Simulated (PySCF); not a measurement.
The dipole of `N#CC1=PC=PC=P1` from its density and from atomic charges.

Coordinates (GFN2-xTB, Å) and charges (e) from the PBE0/pcSseg-1 density (PySCF):

```
atom       x       y       z  Mulliken      IAO  Hirshfeld  ESP-fitted
  N1   3.692  -0.116  -0.357   -0.2256  -0.2327    -0.2112     -0.4444
  C2   2.550  -0.079  -0.246   +0.1711  +0.1348    +0.0460     +0.3560
  C3   1.147  -0.035  -0.111   -0.7342  -0.5076    -0.1135     +0.1275
  P4   0.463   1.514  -0.571   +0.6234  +0.5097    +0.1775     -0.1303
  C5  -1.238   1.340  -0.331   -0.6963  -0.6406    -0.1664     +0.0612
  P6  -2.283   0.071   0.214   +0.5447  +0.4907    +0.1599     -0.1669
  C7  -1.234  -1.262   0.563   -0.6963  -0.6406    -0.1664     +0.0649
  P8   0.468  -1.541   0.480   +0.6233  +0.5097    +0.1776     -0.1318
  H9  -1.782   2.248  -0.585   +0.1949  +0.1883    +0.0482     +0.1330
 H10  -1.775  -2.136   0.921   +0.1949  +0.1883    +0.0482     +0.1308
```

Problem. Form Σ q r in debye for every column and set it beside the full dipole.

Solution. The full density gives (-4.56, 0.14, 0.44) D, 4.58 D in size; dipole vectors point from the negative to the positive end.

```tsv
scheme	μx	μy	μz	size (D)	share of the full size (%)	angle to the full dipole (°)
Mulliken	-4.20	0.13	0.40	4.22	92	0
IAO	-3.98	0.13	0.38	4.00	87	0
Hirshfeld	-3.61	0.11	0.35	3.63	79	0
ESP-fitted	-4.58	0.16	0.44	4.60	100	0
```

Problem. Which set comes closest?

Solution. Length of the difference vector: ESP-fitted 0.02 D, Mulliken 0.37 D, IAO 0.58 D, Hirshfeld 0.95 D. Closest: ESP-fitted. The schemes that divide the density aren't constrained to reproduce the dipole.

Problem. What is left for the Hirshfeld atoms' own dipoles?

Solution. The shares of the density sum to the whole, so what Σ q r misses lies in dipoles about the nuclei. The atomic dipoles sum to (-4.56, 0.14, 0.44) − (-3.61, 0.11, 0.35) = (-0.95, 0.03, 0.09) D, 0.95 D in size.

Problem. With the origin at the mean of the coordinates, (0.001, 0.000, -0.002) Å, which are the largest single terms, by size, of the Mulliken dipole along the direction of the full one?

Solution. P6 +6.00, C5 -4.16, C7 -4.16, C3 +4.06, N1 +4.02 D; all 10 atoms together +4.22 D. The single terms depend on the origin, their sum doesn't.

Problem. Give the size of the full dipole in other units.

Solution. 4.58 D = 1.803 au = 0.954 e·Å = 15.29 × 10⁻³⁰ C·m.

Geometry: GFN2-xTB; no solvent, vibrations or thermal averaging.
